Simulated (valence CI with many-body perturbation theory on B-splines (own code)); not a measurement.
## Questions on Hg LXXIII

Level of theory: relativistic CI+MBPT: six valence electrons over a frozen Dirac-Fock core [He], radial functions for each j: 9 s, 9 p, 8 d, 6 f, 3 g, 1 h, with the one-electron correlation potential Σ1, the two-electron term Σ2, the three-electron term Σ3, Breit, model QED; selected CI, second order for the rest, scaled by the run's own slope (own B-spline code, finite nucleus).

The last digits are not significant, and no measured levels were compared; by estimate large intervals hold to a few tenths of a per cent, small ones and those within an open d or f shell to about a per cent. Among the levels kept, up to 1900 cm⁻¹ of a level comes from second order outside the variational space, and about a tenth of that is noise between levels of different J, which matters for small intervals.

Levels are named by their leading jj configuration (3d3/2^4 stands for four electrons in 3d with j = 3/2), which in mixed levels can hold well under half, so a name can repeat and another be missing.

Rates and lifetimes use the calculated energies. Strong lines usually hold to 10 to 20 %, long lifetimes can be off by a factor of two.

Problem. What is the ground level?

Solution. (2s^2 2p1/2^2 2p3/2^2) J=2, composition 68 % 2s²2p⁴ ³P + 32 % 2s²2p⁴ ¹D, g = 1.297.

Problem. Among levels below 941.87 Ry, which E1 lines absorb most strongly from the ground level?

Solution. to (2s^2 2p1/2^2 2p3/2 3d5/2) J=3 at 0.1113 nm, f = 0.831; to (2s^2 2p1/2^2 2p3/2 3d5/2) J=2 at 0.1115 nm, f = 0.265; to (2s 2p1/2^2 2p3/2^2 3p1/2) J=3 at 0.09794 nm, f = 0.142.

Problem. Name the longest-lived excited levels whose lifetime is computed, and their main decay.

Solution. (2s^2 2p1/2^2 2p3/2^2) J=0 at 5.04 Ry lives 9.10 ms, mostly by E2 to (2s^2 2p1/2^2 2p3/2^2) J=2; (2s^2 2p1/2 2p3/2^3) J=2 at 149.31 Ry lives 26.7 ps, mostly by M1 to (2s^2 2p1/2^2 2p3/2^2) J=2; (2s^2 2p1/2 2p3/2^3) J=1 at 147.94 Ry lives 11.9 ps, mostly by M1 to (2s^2 2p1/2^2 2p3/2^2) J=2.

Problem. What are the static dipole polarisabilities of the lowest levels?

Solution. (2s^2 2p1/2^2 2p3/2^2) J=2 3.89e-05 (tensor 5.6e-07); (2s^2 2p1/2^2 2p3/2^2) J=0 3.81e-05 bohr³, of which the core gives 1.49e-07.

Problem. How well does LS coupling describe the low levels?

Solution. Among the lowest 20 levels the leading LS term, summed over configurations, holds 60 % on average. For single configurations the figures are 60 % in LS and 100 % in jj coupling. Terms mix most in the J = 2 level at 754.01 Ry, where the leading one holds 26 %.

Problem. What is the ionisation energy?

Solution. 19313 eV; NIST lists 19310 ± 70 eV (theoretical).

Problem. Where does the other parity begin?

Solution. At (2s 2p1/2^2 2p3/2^3) J=2, 181.81 Ry.
